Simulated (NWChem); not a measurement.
System: MoNH₂SOCl; SMILES [NH]=[Mo]([OH])(=[S])[Cl]

NWChem input:

```
start job
memory heap 200 mb stack 900 mb global 1100 mb
geometry units angstroms noautoz
  Mo    -0.177056    -0.069471     0.024037
  N     -1.104359    -0.098281    -1.408388
  H     -1.314465    -0.413338    -2.355287
  S      1.292412    -1.576357    -0.115597
  Cl     0.821265     1.974391     0.147222
  O     -1.297955    -0.407890     1.469779
  H     -2.259905    -0.448417     1.400856
end
basis spherical
  * library def2-svp
end
ecp
  Mo library def2-ecp
end
dft
  xc xpbe96 cpbe96
  iterations 150
  mulliken
end
task dft energy
```

Parts of the log:

```
             Northwest Computational Chemistry Package (NWChem) 7.3.0
             --------------------------------------------------------

 C1  symmetry detected

                             Geometry "geometry" -> ""
                             -------------------------

 Output coordinates in angstroms (scale by  1.889725989 to convert to a.u.)

  No.       Tag          Charge          X              Y              Z
 ---- ---------------- ---------- -------------- -------------- --------------
    1 Mo                  42.0000    -0.23044919    -0.08560160    -0.03937367
    2 N                    7.0000    -0.90045704    -0.22802577    -1.60250101
    3 H                    1.0000    -0.93757238    -0.60152446    -2.55073323
    4 S                   16.0000     1.28613274    -1.53825145     0.15893655
    5 Cl                  17.0000     0.67058943     1.99996316     0.12718041
    6 O                    8.0000    -1.56930994    -0.39022624     1.21592217
    7 H                    1.0000    -2.50402687    -0.47256847     0.98950522

 Effective nuclear repulsion energy (a.u.)     688.2349786060

 Summary of "ao basis" -> "ao basis" (spherical)
 ------------------------------------------------------------------------------
       Tag                 Description            Shells   Functions and Types
 ---------------- ------------------------------  ------  ---------------------
 Mo                         def2-svp                11       31   5s3p2d1f
 N                          def2-svp                 6       14   3s2p1d
 H                          def2-svp                 3        5   2s1p
 S                          def2-svp                 8       18   4s3p1d
 Cl                         def2-svp                 8       18   4s3p1d
 O                          def2-svp                 6       14   3s2p1d

            General Information
            -------------------
          SCF calculation type: DFT
          Wavefunction type:  closed shell.
          No. of atoms     :     7
          No. of electrons :    64
           Alpha electrons :    32
            Beta electrons :    32
          Charge           :     0
          Spin multiplicity:     1
          Use of symmetry is: off; symmetry adaption is: off
          Maximum number of iterations: 150
          AO basis - number of functions:   105
                     number of shells:    45
          Convergence on energy requested:  1.00D-06
          Convergence on density requested:  1.00D-05
          Convergence on gradient requested:  5.00D-04

              XC Information
              --------------
          PerdewBurkeErnzerhof Exchange Functional  1.000
            Perdew 1991 LDA Correlation Functional  1.000 local
           PerdewBurkeErnz. Correlation Functional  1.000 non-local

             Grid Information
             ----------------
          Grid used for XC integration:  medium
          Radial quadrature: Mura-Knowles
          Angular quadrature: Lebedev.
          Tag              B.-S. Rad. Rad. Pts. Rad. Cut. Ang. Pts.
          ---              ---------- --------- --------- ---------
          Mo                  1.45      123           9.0       590
          N                   0.65       49           9.0       434
          H                   0.35       45          11.0       434
          S                   1.00       88          11.0       590
          Cl                  1.00       88          11.0       590
          O                   0.60       49          10.0       434
          Grid pruning is: on
          Number of quadrature shells:   487
          Spatial weights used:  Erf1

      Superposition of Atomic Density Guess
      -------------------------------------

 Sum of atomic energies:       -1063.89671907

      Non-variational initial energy
      ------------------------------

 Total energy =   -1054.729560
 1-e energy   =   -2132.379665
 2-e energy   =     748.306621
 HOMO         =      -0.334432
 LUMO         =      -0.055613

     ---------------------------------------------
      Total Density - Mulliken Population Analysis
     ---------------------------------------------

    Atom       Charge   Shell Charges
 -----------   ------   -------------------------------------------------------
    1 Mo  14    11.62  -0.39  1.55  0.87  0.32  0.05  5.94  0.37  0.16  2.20  0.50  0.06
    2 N    7     7.96   1.99  1.10  0.57  2.60  1.68  0.01
    3 H    1     0.74   0.58  0.12  0.04
    4 S   16    16.76   2.00  1.99  1.25  0.65  5.94  1.94  2.97  0.03
    5 Cl  17    17.45   2.00  1.99  1.23  0.72  5.94  2.18  3.38  0.01
    6 O    8     8.84   1.99  1.11  0.68  3.09  1.97  0.00
    7 H    1     0.63   0.51  0.06  0.06

   convergence    iter        energy       DeltaE   RMS-Dens  Diis-err
 ---------------- ----- ----------------- --------- --------- ---------
 d= 0,ls=0.0,diis     1  -1056.6593247197 -1.39D+03  5.43D-02  3.43D+00
 d= 0,ls=0.0,diis     2  -1048.5773835939  8.08D+00  4.99D-02  4.75D+01
 d= 0,ls=0.0,diis     3  -1056.7048318078 -8.13D+00  1.56D-02  3.13D+00
 d= 0,ls=0.0,diis     4  -1057.0149949640 -3.10D-01  5.55D-03  7.45D-01
 d= 0,ls=0.0,diis     5  -1057.0976668211 -8.27D-02  3.16D-03  5.38D-02
  Resetting Diis
 d= 0,ls=0.0,diis     6  -1057.0998473175 -2.18D-03  1.81D-03  4.00D-02
 d= 0,ls=0.0,diis     7  -1057.1030833816 -3.24D-03  5.31D-03  1.61D-02
 d= 0,ls=0.0,diis     8  -1057.0451207926  5.80D-02  4.47D-03  3.98D-01
 d= 0,ls=0.0,diis     9  -1057.1042267285 -5.91D-02  6.66D-04  1.12D-02
 d= 0,ls=0.0,diis    10  -1057.1054259755 -1.20D-03  2.26D-04  1.23D-03
 d= 0,ls=0.0,diis    11  -1057.1055706157 -1.45D-04  6.42D-05  7.64D-05
 d= 0,ls=0.0,diis    12  -1057.1055809162 -1.03D-05  1.69D-05  6.25D-06
 d= 0,ls=0.0,diis    13  -1057.1055815555 -6.39D-07  8.76D-06  1.90D-06

         Total DFT energy =    -1057.105581555453
      One electron energy =    -2136.854956914276
           Coulomb energy =      827.908749641021
    Exchange-Corr. energy =      -77.502859315673
 Nuclear repulsion energy =      329.343485033474

 Numeric. integr. density =       64.000004208782

                       DFT Final Molecular Orbital Analysis
                       ------------------------------------

 Vector   30  Occ=2.000000D+00  E=-2.764722D-01
              MO Center=  1.6D-01,  9.3D-01, -3.0D-01, r^2= 3.9D+00
   Bfn.  Coefficient  Atom+Function         Bfn.  Coefficient  Atom+Function
  ----- ------------  ---------------      ----- ------------  ---------------
    81      0.473162  5 Cl pz                78      0.357217  5 Cl pz
    36     -0.246723  2 N  py                75      0.207243  5 Cl pz
    39      0.190020  2 N  py                16     -0.147968  1 Mo d -1
    35     -0.145498  2 N  px                37      0.138118  2 N  pz
    80     -0.137516  5 Cl py                17      0.114490  1 Mo d  0

 Vector   31  Occ=2.000000D+00  E=-2.483939D-01
              MO Center=  6.9D-01, -6.7D-01,  2.2D-01, r^2= 3.9D+00
   Bfn.  Coefficient  Atom+Function         Bfn.  Coefficient  Atom+Function
  ----- ------------  ---------------      ----- ------------  ---------------
    62      0.335113  4 S  py                61      0.304054  4 S  px
    79     -0.280129  5 Cl px                59      0.256524  4 S  py
    58      0.232706  4 S  px                19      0.217410  1 Mo d  2
    76     -0.200662  5 Cl px                91     -0.195735  6 O  py
    63     -0.154558  4 S  pz                94     -0.153870  6 O  py

 Vector   32  Occ=2.000000D+00  E=-2.336970D-01
              MO Center=  5.4D-01, -8.9D-01, -2.4D-01, r^2= 3.8D+00
   Bfn.  Coefficient  Atom+Function         Bfn.  Coefficient  Atom+Function
  ----- ------------  ---------------      ----- ------------  ---------------
    63      0.456947  4 S  pz                60      0.344784  4 S  pz
    36      0.251177  2 N  py                57      0.195516  4 S  pz
    39     -0.193317  2 N  py                62      0.185282  4 S  py
    35     -0.177119  2 N  px                38      0.145641  2 N  px
    59      0.139235  4 S  py                81     -0.120282  5 Cl pz

 Vector   33  Occ=0.000000D+00  E=-1.229806D-01
              MO Center=  3.2D-03, -2.1D-01, -2.6D-02, r^2= 3.0D+00
   Bfn.  Coefficient  Atom+Function         Bfn.  Coefficient  Atom+Function
  ----- ------------  ---------------      ----- ------------  ---------------
    19      0.464598  1 Mo d  2              15      0.408264  1 Mo d -2
    16     -0.366295  1 Mo d -1              61     -0.301743  4 S  px
    18     -0.211955  1 Mo d  1              63     -0.211514  4 S  pz
    79     -0.196166  5 Cl px                38      0.183403  2 N  px
    35     -0.171373  2 N  px                58     -0.155550  4 S  px

 Vector   34  Occ=0.000000D+00  E=-1.142848D-01
              MO Center=  8.6D-03, -3.7D-01, -1.7D-02, r^2= 2.9D+00
   Bfn.  Coefficient  Atom+Function         Bfn.  Coefficient  Atom+Function
  ----- ------------  ---------------      ----- ------------  ---------------
    16      0.542165  1 Mo d -1              19      0.514869  1 Mo d  2
    62     -0.294510  4 S  py                63      0.196085  4 S  pz
    91     -0.196943  6 O  py                39      0.182747  2 N  py
    61     -0.182813  4 S  px                94     -0.180989  6 O  py
    15     -0.179759  1 Mo d -2              36     -0.170747  2 N  py

 Vector   35  Occ=0.000000D+00  E=-8.563726D-02
              MO Center= -2.0D-01, -2.7D-02, -3.5D-01, r^2= 3.0D+00
   Bfn.  Coefficient  Atom+Function         Bfn.  Coefficient  Atom+Function
  ----- ------------  ---------------      ----- ------------  ---------------
    15      0.475890  1 Mo d -2              17     -0.432786  1 Mo d  0
    16      0.358652  1 Mo d -1              80      0.342083  5 Cl py
    39      0.258529  2 N  py                72     -0.255893  5 Cl s
    36     -0.249463  2 N  py                19     -0.242404  1 Mo d  2
    34      0.240977  2 N  s                 62      0.201394  4 S  py

     ---------------------------------------------
      Total Density - Mulliken Population Analysis
     ---------------------------------------------

    Atom       Charge   Shell Charges
 -----------   ------   -------------------------------------------------------
    1 Mo  14    13.54  -0.40  1.63  0.81  0.32 -0.01  5.99  0.53  0.25  3.67  0.68  0.07
    2 N    7     7.25   1.99  1.05  0.56  2.34  1.30  0.01
    3 H    1     0.84   0.70  0.09  0.04
    4 S   16    16.10   2.00  1.98  1.30  0.60  5.92  1.80  2.46  0.04
    5 Cl  17    17.17   2.00  1.98  1.29  0.67  5.93  2.15  3.13  0.02
    6 O    8     8.34   1.99  1.09  0.69  2.85  1.71  0.01
    7 H    1     0.77   0.67  0.04  0.07

     -------------------------------------------
      Total Density - Lowdin Population Analysis
     -------------------------------------------

    Atom       Charge   Shell Charges
 -----------   ------   -------------------------------------------------------
    1 Mo  14    14.59   0.00  0.98  0.92  0.35  0.13  5.63  1.02  0.48  3.37  1.59  0.11
    2 N    7     7.02   1.97  0.80  0.47  2.17  1.57  0.03
    3 H    1     0.90   0.57  0.20  0.13
    4 S   16    15.73   2.00  1.96  0.98  0.65  5.81  1.89  2.39  0.04
    5 Cl  17    16.83   2.00  1.96  1.03  0.73  5.82  2.26  3.02  0.02
    6 O    8     8.06   1.97  0.89  0.59  2.69  1.90  0.02
    7 H    1     0.88   0.54  0.15  0.18

     Multipole analysis of the density
     ---------------------------------

     L   x y z        total         alpha         beta         nuclear
     -   - - -        -----         -----         ----         -------
     0   0 0 0      0.000000    -32.000000    -32.000000     64.000000

     1   1 0 0     -1.185735     -6.689669     -6.689669     12.193603
     1   0 1 0     -0.242460     -2.385920     -2.385920      4.529380
     1   0 0 1     -0.575853     -1.329603     -1.329603      2.083352

     2   2 0 0    -40.021611   -140.322193   -140.322193    240.622776
     2   1 1 0      1.549440      1.658303      1.658303     -1.767165
     2   1 0 1      0.185785      0.812697      0.812697     -1.439608
     2   0 2 0    -46.476756   -216.302430   -216.302430    386.128105
     2   0 1 1      1.490882      0.230828      0.230828      1.029226
     2   0 0 2    -41.303670    -88.484221    -88.484221    135.664771
```

Level: PBE/def2-SVP with def2 effective core potentials on Mo. All runs use the structure optimised with PBE0/def2-SVP. Not confirmed as a minimum by frequencies. def2 effective core potentials on Mo; no spin-orbit coupling.
